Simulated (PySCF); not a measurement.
Stepwise substitution at one centre (Si Cl-C2H5). All species are isolated molecules in the gas phase. One relaxed conformer stands for each flexible species; it need not be the lowest. Strings in code marks are SMILES.

Computed with B3LYP-D3(BJ)/def2-TZVP // B3LYP-D3(BJ)/def2-SVP (PySCF 2.14.0). All candidates: neutral, multiplicity 1. B3LYP has the VWN-RPA correlation part, as in Gaussian. Excitations are Tamm–Dancoff values on a coarser integration grid. The basis has no diffuse functions, so Rydberg states are missing or too high.

```yaml
T1 excitation (TDA): 7.06 eV
HOMO: -7.47 eV
S1 excitation (TDA): 7.22 eV
```

Problem. Identify which member has these values.
A. `CC[Si](Cl)(CC)CC`
B. `CC[Si](Cl)(Cl)CC` (C–C–Si–Cl torsion -179°, Cl–Si–C–C torsion 63°)
C. `CC[Si](Cl)(Cl)Cl`
D. `CC[Si](CC)(CC)CC`

Solution. D, `CC[Si](CC)(CC)CC`. The others give `CC[Si](Cl)(Cl)CC` (C–C–Si–Cl torsion -179°, Cl–Si–C–C torsion 63°): 7.07 eV, -7.99 eV, 7.40 eV; `CC[Si](Cl)(CC)CC`: 7.10 eV, -7.69 eV, 7.31 eV; `CC[Si](Cl)(Cl)Cl`: 6.96 eV, -8.76 eV, 7.39 eV
